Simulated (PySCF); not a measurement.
C6H6, SMILES C=CC(C#C)=C. Geometry optimised at PBE-D3(BJ)/def2-SVP. One conformer was computed; it need not be the lowest.

Computed equilibrium geometry at PBE-D3(BJ)/def2-SVP (PySCF confirms it by a frequency run) as a Z-matrix, and its point group (one conformer of several):
point group Cs.
```
C
C 1 1.3641
H 2 1.0990 1 121.46
H 2 1.1009 3 118.21 1 180.00
C 1 1.4352 2 120.54 3 0.00
C 5 1.2254 2 152.44 3 0.00
H 6 1.0809 2 160.69 3 0.00
C 1 1.4743 2 121.07 3 180.00
C 8 1.3490 1 125.36 2 180.00
H 9 1.1000 8 121.12 1 180.00
H 9 1.1017 10 117.83 8 180.00
H 8 1.1036 9 119.88 10 0.00
```
